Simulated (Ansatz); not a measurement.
Born–Oppenheimer molecular dynamics of BFH₂O₂ (6 atoms, charge 0, multiplicity 1). It goes on from the last frame of an earlier run, with new velocities.

These are results of RKS r2SCAN/def2-SVP (Ansatz 0.2.0), not measurements.

```yaml
ensemble: NVE (Milne-controlled integrator)
time_step: 0.5 fs
steps_asked: 100
starting_velocities_drawn_for: 1500 K
masses: H 10 u
seed: 669926
```

First frame:

```xyz
6
Properties=species:S:1:pos:R:3
B 0.043 -0.195 0.021
F -0.190 0.099 1.304
O 1.316 -0.257 -0.467
H 1.920 -0.133 0.277
O -0.987 -0.491 -0.765
H -1.845 -0.117 -0.375
```

(1) How far do the bonds stretch over the last three quarters of this one trajectory? (Pairs bonded in most of those frames.)

## Answers

(1) 
```json
{"bond": "B1–F2", "mean (Å)": "1.346", "spread (Å)": "0.040", "shortest": "1.28", "longest": "1.41"}
{"bond": "B1–O3", "mean (Å)": "1.367", "spread (Å)": "0.027", "shortest": "1.32", "longest": "1.42"}
{"bond": "B1–O5", "mean (Å)": "1.367", "spread (Å)": "0.035", "shortest": "1.31", "longest": "1.43"}
{"bond": "O3–H4", "mean (Å)": "0.966", "spread (Å)": "0.009", "shortest": "0.95", "longest": "0.98"}
{"bond": "O5–H6", "mean (Å)": "0.993", "spread (Å)": "0.065", "shortest": "0.88", "longest": "1.08"}
```

Mean temperature of the second half: 708 K. The conserved energy stayed within 0.03 meV per atom of its start (net change -0.0077 meV per atom), so the integration is sound. A run of 0.05 ps of so small a system gives no equilibrium averages.

The run took 4.1 min on 1 thread of Arm Neoverse V1, with other jobs on the host, peak memory 0.11 GiB.
